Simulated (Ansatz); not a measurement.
Relaxation of BrCl₂H₂InO (7 atoms, charge 0, multiplicity 1), to a largest force component of 0.03 eV/Å in at most 50 steps.

All numbers below come from Ansatz, RKS r2SCAN/def2-SVP.

```xyz
7
Properties=species:S:1:pos:R:3:forces:R:3
In 0.168 0.641 -0.546 0.11 0.71 1.08
O 0.016 -0.061 2.542 0.02 0.84 -0.50
H -0.910 -0.157 2.816 0.12 0.01 -0.07
Cl 2.094 -0.382 -1.347 0.03 -0.03 -0.01
Cl -1.945 -0.119 -1.153 -0.05 0.00 0.02
Br 0.412 2.882 0.722 -0.11 -0.78 -0.50
H 0.176 0.910 2.627 -0.11 -0.75 -0.02
```

Task: Where does it end, and by what steps?

Result: It converged. After 10 steps the energy has fallen by 0.661 eV; H3 moved furthest, 0.73 Å. Joined: In1–O2 (3.17 → 2.30 Å).

```tsv
step	energy less start (eV)	largest force component (eV/Å)	accepted
0	0.0000	1.076	yes
1	-0.2213	1.180	yes
2	-0.4586	1.240	yes
3	-0.5629	1.117	yes
4	-0.6153	0.961	yes
5	-0.6425	0.493	yes
6	-0.6558	0.127	yes
7	-0.6594	0.079	yes
8	-0.6607	0.093	yes
9	-0.6613	0.058	yes
10	-0.6613	0.014	yes
```

```xyz
7
Properties=species:S:1:pos:R:3
In 0.227 0.721 -0.129
O 0.033 0.014 2.052
H -0.871 -0.343 2.112
Cl 2.045 -0.452 -1.010
Cl -1.946 -0.122 -0.508
Br 0.463 3.117 0.493
H 0.061 0.778 2.652
```

Whether the end is a true minimum wasn't checked by a vibrational analysis.

Run time: 42 s on 4 threads of Arm Neoverse V1, with other jobs on the host, peak memory 0.22 GiB.
